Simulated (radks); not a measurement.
Results of a calculation; reference values are marked as such.
Q: Ru XIX, configuration [Ar] 3d8. Level of theory: Dirac Kohn-Sham, exchange-only PBE, spin-unpolarised, spherical densities, finite nucleus; open shells fill j = l - 1/2 first; Fermi nuclear charge, rms radius 4.4809 fm (a radial shooting solver on a logarithmic mesh with Libxc functionals). Some entries of the table are withheld. Estimate them.

orbital,occ.,eigenvalue (hartree),<1/r> (bohr^-1)
1s1/2,2,(1),45.88
2s1/2,2,-135.0885,10.52
2p1/2,2,-126.3807,10.49
2p3/2,4,-121.5490,9.939
3s1/2,2,-38.02417,3.747
3p1/2,2,-34.66699,3.661
3p3/2,4,-33.77978,3.530
3d3/2,4,(2),(3)
3d5/2,4,(4),(5)
4s1/2,0,(6),(7)
4p1/2,0,-15.59183,1.663
4p3/2,0,-15.34436,1.625

A: 
(1) 1s1/2 eigenvalue (hartree): -825.4102
(2) 3d3/2 eigenvalue (hartree): -27.95846
(3) 3d3/2 <1/r> (bohr^-1): 3.380
(4) 3d5/2 eigenvalue (hartree): -27.77746
(5) 3d5/2 <1/r> (bohr^-1): 3.347
(6) 4s1/2 eigenvalue (hartree): -16.84162
(7) 4s1/2 <1/r> (bohr^-1): 1.721
